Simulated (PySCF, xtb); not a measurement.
B(Me)2(NHMe) (C3H10BN), SMILES B(C)(NC)C. The values are those of a single conformer.

Harmonic wavenumbers (cm⁻¹) from GFN2-xTB (xtb 6.7.1) at its own minimum, in rising order: 86, 108, 114, 187, 228, 288, 364, 459, 664, 698, 791, 858, 889, 916, 1056, 1096, 1112, 1166, 1331, 1393, 1398, 1412, 1475, 1483, 1504, 1506, 1514, 1516, 1521, 2934, 2957, 3007, 3013, 3015, 3017, 3028, 3045, 3056, 3421.

Problem. What does B3LYP-D3(BJ)/def2-SVP in PySCF give at its own minimum? (An estimate is asked for; the answer gives what the named calculation found.)

Solution. 26, 106, 143, 204, 242, 309, 408, 482, 640, 689, 775, 830, 868, 949, 1068, 1098, 1142, 1188, 1297, 1327, 1360, 1436, 1439, 1448, 1451, 1453, 1473, 1477, 1557, 3001, 3007, 3015, 3053, 3075, 3079, 3092, 3108, 3142, 3582. Paired by order, the mean absolute difference is 39 cm⁻¹ and the zero-point energies are 82.4 and 83.0 kcal/mol.
